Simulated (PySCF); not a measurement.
From computed data to an observable: dipole moment from atomic charges

Zn(H)(SMe) (CH₄SZn), SMILES C[S][ZnH]. Atoms are numbered in the order given.

```xyz
7

Zn    -0.0964    -1.0478     0.0000
H     -0.6656    -2.4783     0.0000
S      0.7323     0.9708     0.0000
C     -0.8048     1.9637     0.0000
H     -1.4151     1.7894     0.8975
H     -0.4993     3.0194     0.0000
H     -1.4151     1.7894    -0.8975
```

Geometry: PBE0-D3(BJ)/def2-SVP.

Charges (e) from PBE0/def2-TZVPD (PySCF):

```
atom     IAO  ESP fit
----  ------  -------
Zn1    1.100    0.608
H2    -0.446   -0.278
S3    -0.621   -0.429
C4    -0.507   -0.261
H5     0.153    0.094
H6     0.167    0.171
H7     0.153    0.094
```

The dipole moment of the full density is 1.45 D.

### Question
What dipole moment does each set of point charges give, and which comes closer to that of the density?

### Answer

μ = Σ q r, and 1 e Å = 4.8032 D.
IAO: Σ q r = (-0.372, -0.594, 0.000) e Å, |μ| = 3.37 D.
ESP fit: Σ q r = (-0.329, -0.024, 0.000) e Å, |μ| = 1.59 D.
ESP fit comes closer in size. Point charges leave out the atoms' own dipoles (lone pairs, polarised bonds); fits to the potential absorb them, partitions of the density don't.
